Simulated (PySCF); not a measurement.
# Electron correlation in Zr²⁺ (zirconium, charge +2)

Starting occupation: [Kr] 4d2, 4d5/2 with m_j = +3/2, +5/2. Calculation: PySCF 2.14, in x2c-TZVPall-2c with one added diffuse shell each of s, p, d type (9s10p8d1f, 86 functions); X2C-1e with screened-nucleus spin-orbit coupling, Gaussian nucleus. Frozen: [Ar] 3d10; 10 electrons correlated; the 6 highest virtual spinors left out.

MP2 pair energies summed by pair of shells (mhartree):

| pair | energy | share (%) |
| --- | --- | --- |
| 4p-4p | -98.60 | 53.9 |
| 4d-4p | -47.92 | 26.2 |
| 4p-4s | -22.93 | 12.5 |
| 4s-4s | -5.48 | 3.0 |
| 4d-4s | -5.14 | 2.8 |
| 4d-4d | -2.95 | 1.6 |

Total MP2 correlation energy: -183.01 mhartree.

The GHF reference relaxed away from the jj start to a determinant that is no pure jj level (⟨S²⟩ = 2.01, ⟨J²⟩ = 20.01); the energies belong to that determinant.

This basis was not built for core-valence correlation, so the inner-shell part is incomplete.
